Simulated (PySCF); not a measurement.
**Structure from NMR data**

Molecular formula: C$_{8}$H$_{11}$P. Simulated spectra:

1H NMR (300 MHz, computed): δ 9.15 (m, 1H), 9.05 (m, 1H), 8.14 (m, 1H), 7.60 (m, 1H), 2.68 (sept, 1H), 1.34 (d, 6H).

13C{1H} NMR (computed): δ 162.3 (CH), 160.7 (CH), 159.8 (C), 139.5 (CH), 134.9 (CH), 42.7 (CH), 27.0 (CH3).

Level of theory: GFN2-xTB structure, shielding tensors at PBE0/pcSseg-1 (GIAO), in PySCF (fast rotation and ring inversion assumed for equivalent nuclei, one computed conformer, no solvent model, non-relativistic Hamiltonian).

δ = σ(ref) − σ, references computed at the same level: 1H (σ = 31.72 ppm), 13C (σ = 186.93 ppm) against TMS.

Which of these isomers gave the spectra?
A. CCc1cpccc1C
B. C=CC1C=CP(C)C=C1
C. C=Cp1c(C)ccc1C
D. C=CP1C=CC(C)C=C1
E. CC(C)c1cccpc1

Results:

E. 

7 carbon signals for 8 carbons: some carbons are equivalent by symmetry or fast rotation. Carbon types of the structure: 1 × C, 5 × CH, 2 × CH3, which accounts for all hydrogens. δC 162.3, 160.7, 139.5, 134.9: aromatic CH. δC 159.8: substituted aromatic carbon. δC 42.7: sp3 CH on an aromatic ring; a saturated carbon with 3 carbon neighbours and no heteroatom attached. δC 27.0: methyl carbon; saturated and bonded to C and H only. δH 9.15, 9.05, 8.14, 7.60: hydrogen on an aromatic CH; the ring current deshields protons in the ring plane.

The others: CCc1cpccc1C would give 8 carbon signals, not 7; C=CP1C=CC(C)C=C1 would give 6 carbon signals, not 7; C=CC1C=CP(C)C=C1 would give 6 carbon signals, not 7; C=Cp1c(C)ccc1C would give 5 carbon signals, not 7.

Splittings by 31P in the carbon and heteronuclear signals aren't shown, as no couplings were computed. Shifts are as computed. Against solution values, carbons near 30 ppm lie about +3 ppm off and those near 130 ppm about +5 ppm. Of 1211 compounds with measured shifts, 218 miss one by over three times the rms of a fit or turn the order of signals round; such compounds aren't used in these exercises. No couplings were computed; multiplicities are counted from neighbouring protons, with m where these are inequivalent, close in shift, in a saturated or five-membered ring or joined by F or P, and br s for small geminal =CH2 splittings.
